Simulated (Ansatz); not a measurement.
Frontier orbitals of C$_{3}$H$_{6}$AlF (`F[C@H]1C[C@@H]1[AlH2]`).

```xyz
11

F    -1.305   -2.049   -0.118
C    -0.311   -1.171    0.210
C     0.584   -0.730   -0.866
C    -0.457    0.240   -0.279
Al    0.079    1.752    0.798
H     0.074   -1.382    1.203
H     0.375   -1.120   -1.854
H     1.636   -0.581   -0.646
H    -1.323    0.346   -0.927
H    -0.675    3.145    0.710
H     1.322    1.550    1.768
```

Charge 0, multiplicity 1. The geometry is a stationary point of PBE0-D4/def2-TZVP. Basis def2-TZVPP, the Gaussian-basis code of Ansatz.

Orbital energies of one run (eV). Highest occupied ones, from the top: -6.55, -7.25, -7.35, -7.99, -9.42, -9.68, -10.48, -10.75, -12.29, -13.24, -14.83, -15.17, -21.55, -29.93. Empty: -2.52, -0.22, 0.17, 0.66, 0.81, 1.62.

**Question.** Which functional gave them?
A. ωB97X-V
B. LDA (SPW92)
C. ωB97M-V
D. CAM-B3LYP

**Answer.** B. HOMO energies: LDA (SPW92) -6.55, ωB97M-V -9.96, ωB97X-V -10.08, CAM-B3LYP -9.11 eV.
